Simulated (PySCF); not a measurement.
**O⁺ (oxygen, charge +1) across methods**

[He] 2s1 2p4, high-spin 4P determinant (an excited configuration). Computed with PySCF 2.14 in aug-cc-pVDZ-DK, with scalar relativity by spin-free X2C-1e.

| method | E (hartree) | mean ε 2s α (eV) | mean ε 2p α (eV) | mean ε 2p β (eV) | Σ⟨r²⟩ (bohr²) | ⟨S²⟩ |
| --- | --- | --- | --- | --- | --- | --- |
| PBE0 | -74.0097 | -45.957 | -29.219 | -23.268 | 7.782 | 3.753 |
| M06 | -74.0481 | -45.738 | -29.066 | -23.591 | 7.750 | 3.753 |
| r2SCAN | -74.0648 | -44.127 | -27.540 | -21.815 | 7.767 | 3.754 |
| wB97X | -74.0564 | -48.173 | -31.503 | -25.968 | 7.766 | 3.754 |
| HSE06 | -74.0175 | -45.495 | -28.778 | -22.882 | 7.779 | 3.753 |
| PBE | -74.0049 | -42.081 | -26.609 | -21.587 | 7.819 | 3.752 |
| BLYP | -74.0752 | -41.742 | -26.375 | -21.820 | 7.818 | 3.753 |
| UHF | -73.85054 | -57.047 | -36.535 | -26.766 | 7.779 | 3.758 |
| LDA | -73.5101 | -41.728 | -26.686 | -21.356 | 7.866 | 3.753 |
